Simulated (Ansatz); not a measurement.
Total energies of CaI₂⁻ from Ansatz at PBE-D4/def2-TZVPD, gas phase (1 Eh = 27.2114 eV = 2625.5 kJ/mol). The reference geometry is relaxed at r2SCAN-D4/def2-TZVPD.

| atom | x (Å) | y (Å) | z (Å) |
| --- | --- | --- | --- |
| Ca1 | 0.557 | -0.681 | 0.016 |
| I2 | -1.919 | -1.037 | -1.537 |
| I3 | 1.362 | 1.718 | 1.521 |

```json
{"state": "charge -1 doublet", "geometry": "reference", "energy (Eh)": "-1272.97358"}
{"state": "charge 0 singlet", "geometry": "reference", "energy (Eh)": "-1272.91831"}
{"state": "charge -1 quartet", "geometry": "relaxed at r2SCAN-D4/def2-TZVPD", "energy (Eh)": "-1272.83620"}
```

In the def2 sets I takes a core potential; there is no spin–orbit coupling.

(1) Work out the vertical ionisation energy to the singlet.

(2) Which of the charge -1 states is lowest, and how far above it are the others?

(1) E(charge 0 singlet) − E(charge -1 doublet) = -1272.91831 − (-1272.97358) = 0.05527 Eh = 1.50 eV. For comparison, −ε of the highest occupied level of the spin that leaves is -0.40 eV at this level, 1.90 eV less.

(2) The doublet. quartet: -1272.83620 − (-1272.97358) = 0.13738 Eh = 360.7 kJ/mol. The quartet differs in its bonds from the reference.

At PBE-D4/def2-TZVPD the highest occupied level of the charge -1 doublet lies above zero (up to 0.40 eV). By energy differences its removal costs 1.50 eV (vertical, to the charge 0 singlet, at PBE-D4/def2-TZVPD); a positive level beside a positive removal energy at the same level points to self-interaction error. At PBE-D4/def2-TZVPD the highest occupied level of the charge -1 quartet lies above zero (up to 1.51 eV). It is a level of α spin, whose loss leaves a triplet; that state wasn't run at this geometry and level. The electron is either unbound and held by the finite basis, or the level is raised by self-interaction error. 

The structure comes from a short search, and lower isomers may exist.
